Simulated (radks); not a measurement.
Results of a calculation; reference values are marked as such.
Coulomb parameter of the 3d shell of the manganese ion Mn2+ in the model configuration [Ar] 3d4 4s1, as a second difference U = [E(n + 1) + E(n - 1) - 2 E(n)] / (1)^2 with all orbitals relaxed. "Bare": the charge of the atom changes with n. "Screened": the 4s shell takes up the change at fixed total charge, which measures U(3d,3d) + U(4s,4s) - 2 U(3d,4s). Code: a radial shooting solver on a logarithmic mesh with Libxc functionals. Model: Dirac Kohn-Sham, PBEsol, spin-unpolarised, spherical densities, finite nucleus; open shells are shared between the two j in proportion to 2j + 1; Fermi nuclear charge, rms radius 3.7057 fm.

case         configuration  E - E(n) (eV)
start         [Ar] 3d4 4s1          0.000
bare +1       [Ar] 3d5 4s1        -22.308
bare -1       [Ar] 3d3 4s1         39.086
screened +1       [Ar] 3d5         -6.796
screened -1   [Ar] 3d3 4s2         10.830

U(bare) = 16.778 eV, U(screened by 4s) = 4.034 eV.
